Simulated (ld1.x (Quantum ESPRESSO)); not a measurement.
# carbon: excitation energies, all-electron against RRKJ

* Element: carbon (C)
* Generator: ld1.x (Quantum ESPRESSO) 7.5
* Type: norm-conserving RRKJ (Kleinman–Bylander form)
* Functional: LDA (PZ)
* Relativity: non-relativistic
* Frozen core: [He]
* Valence charge: 4
* Reference configuration: 2s2 2p1.5 (charge +0.5)
* Partial waves: 2s (bound): rc 1.10 bohr; 2p (bound): rc 1.50 bohr
* Local potential: all-electron potential smoothed inside 1.30 bohr (lloc = -1)
* Core correction: a·sin(br)/r model core inside 0.90 bohr

Energies are relative to the spin-unpolarised reference configuration 2s2 2p1.5; without spin polarisation the order of configurations can differ from experiment. Spin-polarised rows fill each open shell by Hund’s rule, majority spin first.

```tsv
valence configuration	charge	ΔE all-electron (eV)	error AE − PS (meV)
2s2 2p2	0	-4.030	+1.1
2s2 2p1	+1	6.961	+4.4
2s2 2p0	+2	31.224	+101
2s1 2p3	0	4.196	+13
2s0 2p4	0	12.457	+40
2s2 2p1.5 (spin-polarised)	+0.5	-0.755	+64
2s2 2p2 (spin-polarised)	0	-5.159	+88
```

(1) What are ΔE and the potential's error for 2s1 2p0?

(2) What are ΔE and the potential's error for 2s1 2p2?

## Answers

(1) ΔE = 79.172 eV all-electron; the error (AE − PS) is +316 meV.

(2) ΔE = 15.438 eV all-electron; the error (AE − PS) is +2.1 meV.
